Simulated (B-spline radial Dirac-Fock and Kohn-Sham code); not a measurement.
## The free neon atom: differential elastic cross section for electrons at 5.42 keV

The computed values come from a radial atomic solver: relativistic (Dirac) partial waves in the static field of the Dirac-Fock atom with Furness-McCarthy exchange, without polarisation or absorption potentials.

```
θ (°)  dσ/dΩ (Å²/sr)  Sherman function
    0           2.58             0.000
   10          0.305             0.000
   20         0.0327             0.000
   30        0.00781             0.000
   40        0.00285            -0.001
   50        0.00132            -0.002
   60       0.000708            -0.003
   70       0.000425            -0.005
   80       0.000277            -0.006
   90       0.000193            -0.007
  100       0.000142            -0.008
  110       0.000110            -0.008
  120       8.87e-05            -0.008
  130       7.43e-05            -0.008
  140       6.46e-05            -0.007
  150       5.80e-05            -0.006
  160       5.37e-05            -0.004
  170       5.14e-05            -0.002
  180       5.06e-05             0.000
```

The total elastic cross section is 0.129 Å², the first transport cross section 0.00490 Å² and the second, weighted with (3/2) sin²θ, 0.0113 Å². The mean deflection is ⟨1 − cos θ⟩ = 0.0381, and 0.48 % of the collisions scatter beyond 90°.

Phase shifts modulo π (rad) for κ = −1 to −5: 1.405, 0.920, 0.681, 0.533, 0.430.
